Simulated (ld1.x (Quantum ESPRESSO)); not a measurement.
**u(r) = r·R(r): atom against pseudo-atom (Ne (Z = 10))**

Columns: radius, all-electron u(r) and pseudo u(r) of the 2p shell (level -13.33 eV) of neon in the configuration [He] 2s2 2p6; PBE, scalar-relativistic, TM scheme, ld1.x (Quantum ESPRESSO) 7.5.

| r (bohr) | all-electron | pseudo |
| --- | --- | --- |
| 0.075 | 0.1128 | 0.0351 |
| 0.150 | 0.3213 | 0.1353 |
| 0.225 | 0.5264 | 0.2863 |
| 0.300 | 0.6938 | 0.4665 |
| 0.375 | 0.8166 | 0.6508 |
| 0.450 | 0.8978 | 0.8152 |
| 0.525 | 0.9435 | 0.9411 |
| 0.600 | 0.9610 | 1.0190 |
| 0.675 | 0.9575 | 1.0489 |
| 0.750 | 0.9387 | 1.0383 |
| 0.825 | 0.9096 | 0.9987 |
| 0.900 | 0.8735 | 0.9425 |
| 0.975 | 0.8333 | 0.8799 |
| 1.050 | 0.7908 | 0.8181 |
| 1.125 | 0.7474 | 0.7609 |
| 1.200 | 0.7043 | 0.7095 |
| 1.275 | 0.6619 | 0.6633 |
| 1.350 | 0.6209 | 0.6211 |
| 1.425 | 0.5814 | 0.5814 |
| 1.500 | 0.5438 | 0.5438 |
| 1.575 | 0.5081 | 0.5081 |
| 1.650 | 0.4743 | 0.4743 |
| 1.725 | 0.4424 | 0.4424 |
| 1.800 | 0.4125 | 0.4125 |
| 1.875 | 0.3844 | 0.3844 |
| 1.950 | 0.3581 | 0.3581 |

(1) How many radial nodes do the two functions have?

(2) At about which radius was the pseudo-wave matched?

(3) Is the pseudo-wave norm-conserving?

Answers

(1) The all-electron 2p function has n − l − 1 = 0; the pseudo-wave has 0.

(2) 1.50 bohr. The columns agree to 0.0005 from 1.35 bohr on; several derivatives are matched, so the curves merge somewhat inside the radius.

(3) Yes: the TM scheme keeps the norm inside the radius equal to the all-electron one, which fixes the energy derivative of the logarithmic derivative at the level.
